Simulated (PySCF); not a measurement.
Electron correlation in Hg⁵²⁺ (mercury, charge +52)

Starting occupation: [Ar] 3d10. Computed with PySCF 2.14 in an even-tempered Gaussian basis (18 s from 4.9 bohr⁻², ratio 2.6; 15 p from 6.4 bohr⁻², ratio 2.6; 10 d from 6.4 bohr⁻², ratio 2.6; 5 f from 6.6 bohr⁻², ratio 2.8), with X2C-1e with screened-nucleus spin-orbit coupling, Gaussian nucleus. Frozen: [Ar]; 10 electrons correlated; the 98 highest virtual spinors left out.

MP2 pair energies summed by pair of shells (mhartree):

```json
{"pair": "3d3/2-3d5/2", "energy": "-189.66", "share (%)": "49.6"}
{"pair": "3d5/2-3d5/2", "energy": "-134.32", "share (%)": "35.2"}
{"pair": "3d3/2-3d3/2", "energy": "-58.11", "share (%)": "15.2"}
```

Total MP2 correlation energy: -382.09 mhartree.

The virtual space was cut to 70 spinors, which keep -377.70 of the -382.09 mhartree of MP2 correlation.

```
  level  correlation energy (mhartree)
   CCSD                        -374.50
    (T)                          -0.13
CCSD(T)                        -374.63
```

Diagnostics: T1 = 4.1e-05, largest double amplitude 0.003.

Question: Is a single reference adequate?

Answer: Yes: T1 lies below 0.03 and no double amplitude reaches 0.07.

At this charge the one-electron X2C treatment keeps the bare 1/r₁₂, with no two-electron picture change or Breit term. The effect here is smaller than on the frozen 1s shell.
